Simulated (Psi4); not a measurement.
CH3O (SMILES C[O]), doublet, geometry from GFN2-xTB; Psi4 with B3LYP5/def2-SVPD.

Input for Psi4:
```
memory 2 GB

molecule {
0 2
  C     0.00737565   -0.54258092   -0.03551608
  O    -0.02399647    0.76721111    0.02617374
  H     1.05649778   -0.91275134    0.04462160
  H    -0.43522191   -0.98812215    0.88627883
  H    -0.47355799   -0.98132992   -0.92719387
}

set basis def2-svpd
set reference uks

energy('b3lyp5')
print_variables()
```

It wrote (shortened):

```
   => Loading Basis Set <=

    Name: DEF2-SVPD
    Role: ORBITAL
    Keyword: BASIS

         ---------------------------------------------------------
                                   SCF
               by Justin Turney, Rob Parrish, Andy Simmonett
                          and Daniel G. A. Smith
                              UKS Reference
         ---------------------------------------------------------

  ==> Geometry <==

    Molecular point group: c1
    Full point group: C1

    Geometry (in Angstrom), charge = 0, multiplicity = 2:

       Center              X                  Y                   Z               Mass
    ------------   -----------------  -----------------  -----------------  -----------------
         C            0.012096717502    -0.634647221352    -0.035393228378    12.000000000000
         O           -0.019275402498     0.675144808648     0.026296591622    15.994914619570
         H            1.061218847502    -1.004817641352     0.044744451622     1.007825032230
         H           -0.430500842498    -1.080188451352     0.886401681622     1.007825032230
         H           -0.468836922498    -1.073396221352    -0.927071018378     1.007825032230

  Running in c1 symmetry.

  Rotational constants: A =      5.26082  B =      0.99205  C =      0.97811 [cm^-1]
  Rotational constants: A = 157715.42286  B =  29740.84212  C =  29323.10763 [MHz]
  Nuclear repulsion =   35.139122498600884

  Charge       = 0
  Multiplicity = 2
  Electrons    = 17
  Nalpha       = 9
  Nbeta        = 8

  ==> Algorithm <==

  SCF Algorithm Type is DF.
  DIIS enabled.
  MOM disabled.
  Fractional occupation disabled.
  Guess Type is SAD.
  Energy threshold   = 1.00e-06
  Density threshold  = 1.00e-06
  Integral threshold = 1.00e-12

  ==> Primary Basis <==

  Basis Set: DEF2-SVPD
    Blend: DEF2-SVPD
    Number of shells: 29
    Number of basis functions: 67
    Number of Cartesian functions: 71
    Spherical Harmonics?: true
    Max angular momentum: 2

  ==> DFT Potential <==

   => LibXC <=

    Version 7.1.2
    S. Lehtola, C. Steigemann, M. J. T. Oliveira, and M. A. L. Marques,  SoftwareX 7, 1–5 (2018) (10.1016/j.softx.2017.11.002)

   => Composite Functional: B3LYP5 <=

    B3LYP5 Hyb-GGA Exchange-Correlation Functional

    P. J. Stephens, F. J. Devlin, C. F. Chabalowski, and M. J. Frisch,  J. Phys. Chem. 98, 11623 (1994) (10.1021/j100096a001)

    Deriv               =              1
    GGA                 =           TRUE
[...]
      Ntotal   =   16.9999996086 ; deviation = -3.914e-07

   @Spin Contamination Metric:   4.275740884E-03
   @S^2 Expected:                7.500000000E-01
   @S^2 Observed:                7.542757409E-01
   @S   Expected:                5.000000000E-01
   @S   Observed:                5.000000000E-01

    Orbital Energies [Eh]
    ---------------------

    Alpha Occupied:

[...]
    Alpha Virtual:

[...]
      67A      3.505639

    Beta Occupied:

[...]
    Beta Virtual:

[...]
    Final Occupation by Irrep:
              A
    DOCC [     8 ]
    SOCC [     1 ]
    NA   [     9 ]
    NB   [     8 ]

  @DF-UKS Final Energy:  -114.91177012670882

   => Energetics <=

    Nuclear Repulsion Energy =             35.1391224986008837
    One-Electron Energy =                -225.5372299900082567
    Two-Electron Energy =                  87.6020047064092040
    DFT Exchange-Correlation Energy =     -12.1156673417106617
    Empirical Dispersion Energy =           0.0000000000000000
    VV10 Nonlocal Energy =                  0.0000000000000000
    Total Energy =                       -114.9117701267088165

  UHF NO Occupations:
  HONO-2 :    7  A 1.9994823
  HONO-1 :    8  A 1.9988884
  HONO-0 :    9  A 1.0000000
  LUNO+0 :   10  A 0.0011116
  LUNO+1 :   11  A 0.0005177
  LUNO+2 :   12  A 0.0002015
  LUNO+3 :   13  A 0.0001781

Computation Completed

Properties will be evaluated at   0.000000,   0.000000,   0.000000 [a0]

Properties computed using the SCF density matrix

 Multipole Moments:

 ------------------------------------------------------------------------------------
     Multipole            Electronic (a.u.)      Nuclear  (a.u.)        Total (a.u.)
 ------------------------------------------------------------------------------------

 L = 1.  Multiply by 2.5417464519 to convert [e a0] to [Debye]
 Dipole X            :         -0.0778001            0.1516660            0.0738659
 Dipole Y            :          2.1240610           -2.9576617           -0.8336007
 Dipole Z            :          0.0523209            0.0039467            0.0562676
 Magnitude           :                                                    0.8387564

 ------------------------------------------------------------------------------------

  Variable Map:
  ----------------------------------------------------------------------------
[...]
  Array Variable Map:
  ----------------------------------------------------------------------------
[...]
[...]
```
